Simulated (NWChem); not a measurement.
Species: CH4F2Si; SMILES C(F)[SiH2]F

```xyz
8

F      0.6460    -1.8124     0.2511
C     -0.1946    -1.0561    -0.5612
Si    -0.4577     0.6785     0.1623
F      0.9279     1.5489     0.0468
H      0.2347    -0.9953    -1.5887
H     -1.1826    -1.5683    -0.6565
H     -0.8274     0.5755     1.6107
H     -1.5206     1.3777    -0.6374
```
Atoms are numbered in this order, from 1.

Level: PBE-D3(BJ)/def2-SVP (NWChem), optimised geometry, unscaled harmonic frequencies. 

Question: List the harmonic frequencies with IR intensities, and the thermochemistry.

Answer: 
```json
[
 {"frequency (cm⁻¹)": "96", "IR intensity (km/mol)": "3.4"},
 {"frequency (cm⁻¹)": "175", "IR intensity (km/mol)": "0.3"},
 {"frequency (cm⁻¹)": "270", "IR intensity (km/mol)": "12.9"},
 {"frequency (cm⁻¹)": "545", "IR intensity (km/mol)": "40.1"},
 {"frequency (cm⁻¹)": "635", "IR intensity (km/mol)": "16.1"},
 {"frequency (cm⁻¹)": "715", "IR intensity (km/mol)": "33.1"},
 {"frequency (cm⁻¹)": "766", "IR intensity (km/mol)": "13.5"},
 {"frequency (cm⁻¹)": "838", "IR intensity (km/mol)": "16.4"},
 {"frequency (cm⁻¹)": "895", "IR intensity (km/mol)": "139.5"},
 {"frequency (cm⁻¹)": "950", "IR intensity (km/mol)": "187.3"},
 {"frequency (cm⁻¹)": "1049", "IR intensity (km/mol)": "64.3"},
 {"frequency (cm⁻¹)": "1201", "IR intensity (km/mol)": "4.3"},
 {"frequency (cm⁻¹)": "1264", "IR intensity (km/mol)": "2.6"},
 {"frequency (cm⁻¹)": "1394", "IR intensity (km/mol)": "5.3"},
 {"frequency (cm⁻¹)": "2176", "IR intensity (km/mol)": "99.1"},
 {"frequency (cm⁻¹)": "2203", "IR intensity (km/mol)": "111.4"},
 {"frequency (cm⁻¹)": "2930", "IR intensity (km/mol)": "19.1"},
 {"frequency (cm⁻¹)": "2988", "IR intensity (km/mol)": "17.6"}
]
```

```json
{
 "zero_point_energy": "30.1 kcal/mol",
 "thermal correction to the enthalpy at 298.15 K (with zero-point energy)": "34.1 kcal/mol",
 "heat capacity Cv": "17.5 cal/(mol K)",
 "entropy at 298.15 K and 1 atm (symmetry number 1)": "74.2 cal/(mol K)",
 "dipole_moment": "2.10 D"
}
```

Rigid rotor and harmonic oscillator; modes under 100 cm⁻¹ make the entropy uncertain.
